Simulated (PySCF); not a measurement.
# Basis and Hamiltonian dependence of the excitation energy of Pd

Pd [Kr] 4d10 (1S) → Pd [Kr] 4d9 5s1 (3D). Calculated with PySCF 2.14 from differences of total energies of unrestricted determinants, without spin-orbit coupling. Values in eV.

| basis | Hamiltonian | functions | UHF | LDA | PBE0 | MP2 (valence) | CCSD(T) (valence) | CCSD(T) (valence and next inner shell) |
| --- | --- | --- | --- | --- | --- | --- | --- | --- |
| aug-cc-pVDZ-PP with ECP28MDF | ECP | 54 | -0.031 | 0.968 | 0.776 | 1.218 | 0.892 | n/a |
| def2-TZVPPD with the def2 core potential (28 electrons) | ECP | 56 | -0.105 | 0.899 | 0.698 | 1.160 | 0.850 | 0.721 |
| aug-cc-pwCVDZ-PP with ECP28MDF | ECP | 70 | -0.052 | 0.967 | 0.770 | 1.254 | 0.910 | 0.746 |
| x2c-TZVPPall | spin-free X2C | 79 | -0.063 | 1.112 | 0.863 | 1.260 | 0.914 | 0.824 |
| def2-QZVPPD with the def2 core potential (28 electrons) | ECP | 88 | -0.080 | 0.948 | 0.743 | 1.288 | 0.940 | 0.822 |
| aug-cc-pVTZ-PP with ECP28MDF | ECP | 88 | -0.091 | 0.947 | 0.742 | 1.274 | 0.922 | n/a |
| def2-QZVPP with the def2 core potential (28 electrons) | ECP | 88 | -0.080 | 0.948 | 0.743 | 1.288 | n/a | n/a |
| x2c-TZVPPall with one added diffuse shell each of s, p, d, f type | spin-free X2C | 95 | -0.064 | 1.113 | 0.863 | 1.309 | 0.945 | 0.859 |
| aug-cc-pVTZ-DK | spin-free X2C | 102 | -0.074 | 1.114 | 0.857 | 1.315 | 0.945 | n/a |
| aug-cc-pVTZ-PP with one added diffuse shell each of s, p, d, f, g type with ECP28MDF | ECP | 113 | -0.092 | 0.946 | 0.741 | 1.278 | n/a | n/a |
| x2c-QZVPPall | spin-free X2C | 118 | -0.080 | 1.107 | 0.853 | 1.314 | n/a | n/a |
| aug-cc-pwCVTZ-PP with ECP28MDF | ECP | 122 | -0.098 | 0.944 | 0.738 | 1.285 | n/a | n/a |
| aug-cc-pV5Z-PP with ECP28MDF | ECP | 197 | -0.106 | n/a | n/a | n/a | n/a | n/a |

Task: Estimate the row for ANO-RCC-VTZP (spin-free X2C, 68 functions).

Result: From the rows with the same Hamiltonian and similar size; the calculation gives UHF -0.06; LDA 1.17; PBE0 0.89; MP2 (valence) 1.32; CCSD(T) (valence) 0.97; CCSD(T) (valence and next inner shell) 0.90 (eV).

Frozen in the all-electron rows: valence: [Kr]; valence and next inner shell: [Ar] 3d10; with a core potential, the same shells as far as they lie outside it.
